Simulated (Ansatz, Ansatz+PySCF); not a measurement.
```xyz
4

O     0.0000    0.0000   -0.1085
H     0.0000    0.0000    0.8679
O    10.0000    0.0000   -0.1085
H    10.0000    0.0000    0.8679
```

Basis set: cc-pVDZ (spherical functions). Left uncorrelated: 2 orbitals. Correlation on ROHF uses semicanonical orbitals with singles. Charge 0, multiplicity 3.

Computed with Ansatz (development build ahead of 0.2.0); each method stands on the lowest determinant of its kind that the runs found. Restricted functionals stand beside restricted open-shell atoms, which can lie above the unrestricted atoms usual in DFT and then raise those values.

The atomization energy at this shape (free ground-state atoms in the same class of orbitals less the molecule, no zero-point energy) of triplet H2O2 in separate pieces:

```csv
method,atomization energy
ωB97X (unrestricted),8.74 eV
r²SCAN (unrestricted),8.95 eV
r²SCAN (restricted open-shell),8.99 eV
PBE0 (unrestricted),8.67 eV
PBE0 (restricted open-shell),8.70 eV
PBE (unrestricted),8.98 eV
PBE (restricted open-shell),9.01 eV
UHF-CCSD(T),8.17 eV
ROHF-MP2,8.14 eV
UHF,5.56 eV
ROHF,5.60 eV
```

(1) What does ωB97X (restricted open-shell) give?

Results:

(1) 8.79 eV. Caution for ωB97X (unrestricted), ωB97X (restricted open-shell), r²SCAN (unrestricted), r²SCAN (restricted open-shell), PBE0 (unrestricted), PBE0 (restricted open-shell), PBE (unrestricted), PBE (restricted open-shell): charge can spread falsely over distant fragments.
